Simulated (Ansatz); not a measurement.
CH$_{4}$FGaGe, relaxed with RKS PBE-D4/def2-SVP in the Gaussian-basis code of Ansatz from a rough embedded geometry. The force threshold is 0.03 eV/Å; the program also tests the step.

The species carries charge 0 and has multiplicity 1. The bonds changed during the relaxation, so this is another structure than the one it started from.

Start:

```xyz
8

F     0.952   -1.483   -1.239
C     0.330   -0.370   -0.886
Ga   -1.676    0.813   -0.313
Ge    0.838    0.184    0.881
H     0.566    0.470   -1.592
H    -1.652   -0.280    0.007
H     0.292    1.546    1.243
H     0.349   -0.881    1.899
```

Problem. How much energy does the relaxation release, and in how many steps? (Estimate.)

Solution. The calculation gave: 638.44 kJ/mol, in 17 steps, 1 of them rejected.

Problem. Which bonds change most? (Estimate.)

Solution. Computed: C2–H6 from 2.176 to 1.131 Å; Ge4–H7 from 1.512 to 1.697 Å; C2–Ge4 from 1.920 to 2.095 Å; Ge4–H8 from 1.553 to 1.691 Å.

Problem. Give the relaxed structure. (An estimate is asked.)

Solution. Computed: 
```xyz
8

F     0.350   -1.676   -1.008
C     0.189   -0.301   -0.899
Ga   -1.614    0.394    1.075
Ge    1.174    0.328    0.840
H     0.711    0.213   -1.739
H    -0.903   -0.069   -1.084
H     0.055    1.590    1.016
H     0.038   -0.479    1.799
```
